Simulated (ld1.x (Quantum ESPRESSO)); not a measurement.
What one change does to a pseudopotential (cobalt, TM semilocal)

ld1.x (Quantum ESPRESSO) 7.5 input, shortened:

```
&input
   title='Co', zed=27., rel=1, dft='PBE', iswitch=3,
   config='[Ar] 3d7 4s0 4p0'
 /
 &inputp
   pseudotype=1, tm=.true., lloc=0,
   nlcc=.false.
 /
3
4P  2  1   0.00   0.00  2.15  2.15  0.0
3D  3  2   7.00   0.00  1.60  1.60  0.0
4S  1  0   0.00   0.00  1.55  1.55  0.0
 &test
   configts(1)='3d7 4s0 4p0'
 /
```

All-electron outer shells of the reference configuration (PBE, scalar-relativistic, ld1.x):

```
shell  level (eV)  outermost node (bohr)  outermost maximum (bohr)
   3p      -84.73                   0.28                      0.68
   3d      -27.06                      –                      0.66
   4s      -20.94                   0.95                      2.10
   4p      -14.67                   1.03                      2.50
```

Change: core correction a·sin(br)/r model core inside 1.70 bohr.

Cutoffs: the cutoffs (Ry, on a coarse ladder) from which the occupation-weighted sum of valence levels, in a spherical-Bessel basis at the reference potential, stays within 10 and 1 mRy of its value at 400 Ry; they do not see the model core or the augmentation charge, which bear on the density cutoff. Errors are all-electron minus pseudo energies relative to the spin-unpolarised reference configuration.

Predict the effect on cutoff, ghosts and configuration errors.

The potential gets neither clearly harder nor softer (100 Ry and 180 Ry → 100 Ry and 180 Ry); of the 7 tests that both files solve, the error grows in 2 and shrinks in 5 by more than 15 % and 0.3 meV (median size 75.4 → 18.4 meV); neither file shows a bound ghost. A semilocal file is local in each channel, so a ghost entry of none says nothing of the separable form that plane-wave codes build from it. A model core, the more so a compact one, raises the density cutoff, which this test does not measure.

```csv
quantity,base,changed
"cutoff, loose",100 Ry,100 Ry
"cutoff, tight",180 Ry,180 Ry
bound ghosts,none,none
"error for 3d7 4s2 4p0, meV [ΔE -25.82 eV]",+196,+35
"error for 3d7 4s1 4p0, meV [ΔE -16.79 eV]",+75,+12
"error for 3d6 4s0 4p0, meV [ΔE 35.87 eV]",-172,-225
"error for 3d7 4s0 4p1, meV [ΔE -11.42 eV]",+33,+0.4
"error for 3d7.5 4s1.5 4p0, meV [ΔE -26.78 eV]",+157,+18
"error for 3d7 4s0 4p2, meV [ΔE -16.84 eV]",+72,+1.9
"error for 3d6 4s2 4p1, meV [ΔE -16.16 eV]",+38,-168
s: phases at 2.36 bohr within 0.05 rad from the reference energy up to (Ry; the scan ends near 5),0.3,0.3
p: phases at 2.36 bohr within 0.05 rad from the reference energy up to (Ry; the scan ends near 5),2.4,2.4
d: phases at 2.36 bohr within 0.05 rad from the reference energy up to (Ry; the scan ends near 5),-0.3,-0.3
```
